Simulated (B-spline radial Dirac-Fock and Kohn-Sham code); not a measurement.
**The He-like isoelectronic sequence (2 electrons), Z = 47 to 55**

Model: Dirac-Fock (average of configuration) total-energy differences with a finite nucleus, the Breit interaction including its frequency dependence, and self-energy and vacuum-polarisation corrections. Program: a B-spline atomic structure program. Binding energies in eV, tabulated ground configurations (1s2 throughout). The model has no electron correlation.

| ion | outermost level | NIST ionisation energy |
| --- | --- | --- |
| Ag⁴⁵⁺ | 30095.1 (1s) | 30097.31 ± 0.015 |
| Cd⁴⁶⁺ | 31448.8 (1s) | 31451.07 ± 0.017 |
| In⁴⁷⁺ | 32835.2 (1s) | 32837.59 ± 0.019 |
| Sn⁴⁸⁺ | 34254.7 (1s) | 34257.15 ± 0.022 |
| Sb⁴⁹⁺ | 35707.6 (1s) | 35710.03 ± 0.025 |
| Te⁵⁰⁺ | ? | ? |
| I⁵¹⁺ | 38714.4 (1s) | 38717 ± 0.03 |
| Xe⁵²⁺ | 40269.0 (1s) | 40271.73 ± 0.03 |
| Cs⁵³⁺ | 41858.3 (1s) | 41861.08 ± 0.04 |

**Question.** Fill in the row of Te⁵⁰⁺.

**Answer.** outermost 37194.0 (1s), NIST 37196.52 ± 0.03 eV.

NIST's values are for the lowest levels; a dash marks a value that is missing or belongs to another shell. Their kind here: theoretical. 

Values without a named source are computed, but for edge energies of neutral atoms, which are taken from tables.
